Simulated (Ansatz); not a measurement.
Born–Oppenheimer molecular dynamics of CH6OS2Si (11 atoms, charge 0, multiplicity 1). It starts from a relaxed structure.

These are results of Ansatz 0.2.0, RKS B3LYP-D4/STO-3G, not measurements.

```json
{
  "ensemble": "NVT, Nosé–Hoover chain",
  "time step": "0.5 fs",
  "steps asked": "400",
  "set temperature": "700 K",
  "thermostat": "time constant 20 fs, chain length 5",
  "seed": "840690"
}
```

First frame:

```xyz
11
Properties=species:S:1:pos:R:3
O 1.861 0.557 1.916
C 0.795 0.701 0.930
S -0.716 -0.295 1.365
Si -1.421 -0.661 -0.624
S 0.173 -0.974 -2.020
H 2.082 -0.444 1.842
H 1.130 0.399 -0.094
H 0.560 1.787 0.912
H -2.252 -1.844 -0.560
H -2.239 0.433 -1.112
H 0.092 0.283 -2.532
```

(1) How far do the bonds stretch over the last three quarters of this one trajectory? (Pairs bonded in most of those frames.)

Results:

(1) 
```
   bond  mean (Å)  spread (Å)  shortest  longest
  O1–C2     1.471       0.023      1.42     1.52
  O1–H6     1.032       0.035      0.97     1.09
  C2–S3     1.862       0.027      1.81     1.92
  C2–H7     1.125       0.046      1.03     1.22
  C2–H8     1.114       0.037      1.05     1.18
 S3–Si4     2.154       0.044      2.10     2.27
 Si4–S5     2.145       0.047      2.06     2.23
 Si4–H9     1.457       0.042      1.38     1.53
Si4–H10     1.456       0.031      1.39     1.52
 S5–H11     1.364       0.012      1.34     1.39
```

Mean temperature of the second half: 619 K. The conserved energy stayed within 0.66 meV per atom of its start (net change 0.53 meV per atom), so the integration is sound. The mean temperature of the second half is 12 % below the set value. A run of 0.2 ps of so small a system gives no equilibrium averages. Limits of this set-up: minimal basis.

Time of the run: 16 min on 1 thread of AMD EPYC 7R43 64-Core Processor (Zen 3) (shared host), peak memory 0.22 GiB.
